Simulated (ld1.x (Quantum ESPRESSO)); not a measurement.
Results of a calculation; reference values are marked as such.
Pseudopotentials across the periodic table

Generated with ld1.x 7.5 (TM, RRKJ, ultrasoft, PAW), atompaw 4.2 or ONCVPSP 4.0.1. The cutoff is in Ry: for ld1.x and atompaw files where the sum of valence levels is converged to 10 mRy in a Bessel basis, for ONCV files where the hardest occupied wave has 1 mHa per electron of residual kinetic energy. The error is the largest all-electron minus pseudo excitation energy over each file’s own four to seven test configurations (ionisations up to +4, promotions, holes and added fractions of an electron), all of which were solved. The labels leave out finer settings (local radius, basis sizes, second energies), which also bear on the numbers. Spin-polarised tests are not counted. The rows are a selection from randomly drawn settings: files with unsolved tests, undetermined cutoffs or missed reference levels are left out.

A true bound ghost makes a file unfit for plane-wave use even where its test errors are small: the radial tests pick states by their node count and pass the ghost by.

| element | potential | cutoff (Ry) | largest error (meV) | bound ghosts |
| --- | --- | --- | --- | --- |
| Cl | RRKJ, PBE, scalar-relativistic, rc 1.05/1.55 (sp), local s, core correction yes, reference 3s1.5 3p5.5 | 70 | +245 | none |
| V | TM semilocal, LDA (PZ), scalar-relativistic, rc 2.65/3.70/1.95 (spd), local d, core correction yes, reference 3d3 4s2 4p0 | 60 | -229 | none |
| Cu | TM semilocal, PBEsol, scalar-relativistic, rc 2.05/3.05/1.10 (spd), local d, core correction yes, reference 3d10 4s0.5 4p0.5 | 200 | -141 | none |
| Ga | TM, LDA (PZ), scalar-relativistic, rc 1.40/1.65/1.65 (spd), local s, core correction no, reference 4s2 4p0 | 35 | +102 | p, d |
| Bi | TM, PBE, scalar-relativistic, rc 1.95/1.75/1.35 (spd), local s, core correction no, reference 5d10 6s2 6p3 | 80 | +25 | p |

Task: Fill in the row for As: PAW, LDA (PZ), scalar-relativistic, rc 1.80/1.75/1.75 (spd), local smoothed, core correction yes, reference 4s2 4p2.

Result: cutoff 8 Ry, largest error -80 meV, bound ghosts: none.

Task: Fill in the row for P: TM, PBE, scalar-relativistic, rc 1.30/1.80/2.00 (spd), local d, core correction yes, reference 3s1.75 3p3.25.

Result: cutoff 35 Ry, largest error +17 meV, bound ghosts: none.

Task: Fill in the row for I: TM, PBE, fully relativistic, rc 1.38/1.82/1.88 (spd), local s, core correction yes, reference 5s2 5p4.

Result: cutoff 70 Ry, largest error -70 meV, bound ghosts: d3/2, d5/2.
